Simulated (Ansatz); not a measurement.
Compare A (`[NH2][GeH][Cl]`•) with its isomer B (`[NH][GeH2][Cl]`•).

Isolated molecules relaxed with PBE0-D4/def2-TZVP in Ansatz; ΔE leaves out vibrations. CBS: MP2 limit from def2 TZ/QZ plus the TZ coupled-cluster correction, frozen cores. Functionals use def2-TZVPP. B3LYP here is the variant with VWN-RPA as its local correlation; programs differ in this. No spin–orbit coupling; open shells (•) take unrestricted orbitals. For Ge outer-core shells are correlated without core-valence functions, which leaves a few kJ/mol of doubt a bond. Scalar relativity is left out up to krypton. One conformer a species, not always the lowest.

Task: Which is lower in electronic energy at CCSD(T)/CBS, and by how much? (An estimate is asked.)

Result: Ansatz gave: A, by 28.4 kcal/mol.

Task: Give E(B) − E(A) in kcal/mol with PBE-D4, r2SCAN-D4, B3LYP, CCSD(T)/def2-SVP, ωB97M-V, B3LYP-D4, CCSD/def2-TZVPP. (Estimate.)

Result: Ansatz gave: PBE-D4 32.4, r2SCAN-D4 28.6, B3LYP 29.5, CCSD(T)/def2-SVP 25.8, ωB97M-V 30.3, B3LYP-D4 29.7, CCSD/def2-TZVPP 25.8. None reverses the order clearly.

Task: Does the order hold for the free energy at 298.15 K (harmonic terms from PBE0-D4)? (Best estimate.)

Result: Computed: Yes: G(B) − G(A) = +25.5 kcal/mol, for one conformer each.

Largest T1 diagnostic: 0.014.

From r2SCAN to r2SCAN0 (25 % exact exchange), in def2-TZVPP and without D4, E(B) − E(A) moves by −1.2 kcal/mol. Leaving LDA and LC-ωPBE aside and taking each functional with its dispersion term where it has one, the values, not all of them listed here, spread over 6.5 kcal/mol, from BHLYP-D4 to PBE-D4. LDA lies +5.7 kcal/mol from PBE without D4.
